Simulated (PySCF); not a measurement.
## Correlation energy of B (boron, neutral)

[He] 2s1 2p2, high-spin 4P determinant (an excited configuration). Calculation: PySCF 2.14, in def2-QZVPPD (8s4p4d2f1g, 63 functions); no relativity, point nucleus. Frozen: 1s2; 3 electrons correlated.

```tsv
level	correlation energy (mhartree)
CCSD	-16.64
(T)	-0.12
CCSD(T)	-16.76
```

Diagnostics: T1 = 0.0040, D1 = 0.0062, largest double amplitude 0.030.

Cost of the coupled-cluster step: roughly 3 core-seconds, for 3 correlated electrons.
